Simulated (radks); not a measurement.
Radial electron density D(r) = 4 pi r^2 rho(r) of an atom or ion with 30 electrons. Calculated with a radial shooting solver on a logarithmic mesh with Libxc functionals: scalar-relativistic Kohn-Sham, LB94 model potential, spin-unpolarised, spherical densities, finite nucleus; Fermi nuclear charge, rms radius of each element as measured or else 0.836 A^(1/3) + 0.57 fm.

```
   r/bohr * D(r) (the largest magnitude, 85.7, reaches the edge; | marks zero)
 0.001237 | *
 0.001585 |  *
 0.002015 |   *
 0.002582 |     *
 0.003309 |       *
  0.00424 |           *
  0.00539 |                *
 0.006908 |                      *
 0.008852 |                            *
  0.01134 |                                   *
  0.01442 |                                        *
  0.01848 |                                          *
  0.02368 |                                         *
  0.03035 |                                      *
  0.03858 |                                    *
  0.04943 |                                       *
  0.06335 |                                                *
  0.08118 |                                                      *
   0.1032 |                                                   *
   0.1322 |                                         *
   0.1695 |                                    *
   0.2172 |                                         *
   0.2783 |                                          *
   0.3538 |                              *
   0.4533 |              *
   0.5809 |     *
   0.7444 |  *
   0.9464 |*
    1.213 *
    1.554 *
```

What is the nuclear charge?

Answer. Z = 52. The innermost maximum, from 1s, lies near gamma/Z bohr with gamma = sqrt(1 - (Z/c)^2) = 0.925, here 0.0178 bohr (found: 0.0194), and its height grows with Z. The density is that of the tellurium ion Te22+ in [Ar] 3d10 4s2; the configuration itself is not fixed sharply by these data, and Z only to a few units. D(r) has 3 maxima, at r = 0.0194, 0.0859, 0.253 bohr, and minima at 0.0383, 0.168 bohr, inside which lie 2.00, 11.28 electrons.
